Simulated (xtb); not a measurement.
Harmonic IR lines of one isomer of C₆H₁₄B₂, unscaled. Level of theory: xtb with GFN2-xTB.

| wavenumber (cm⁻¹) | relative intensity |
|---|---|
| 748 | 18 |
| 782 | 18 |
| 800 | 19 |
| 820 | 13 |
| 834 | 43 |
| 847 | 27 |
| 882 | 70 |
| 899 | 61 |
| 923 | 3.4 |
| 967 | 7.2 |
| 983 | 8.1 |
| 1058 | 15 |
| 1192 | 32 |
| 1207 | 7.6 |
| 1215 | 50 |
| 1253 | 5.8 |
| 1270 | 7.6 |
| 1294 | 8.8 |
| 1351 | 5.9 |
| 2635 | 69 |
| 2641 | 72 |
| 2667 | 86 |
| 2674 | 98 |
| 2829 | 19 |
| 2839 | 38 |
| 2944 | 28 |
| 2953 | 17 |
| 2963 | 37 |
| 2968 | 91 |
| 2980 | 100 |
| 2987 | 48 |

Problem. Identify which structure gives these lines.
(A) `B[C@@H]1CCC[C@@H](B)C1`
(B) `B[C@H]1CC[C@@H](B)CC1`
(C) `B[C@@H]1CCCC[C@H]1B`
(D) `B[C@@H]1CCCC[C@@H]1B`

Solution. A, `B[C@@H]1CCC[C@@H](B)C1`
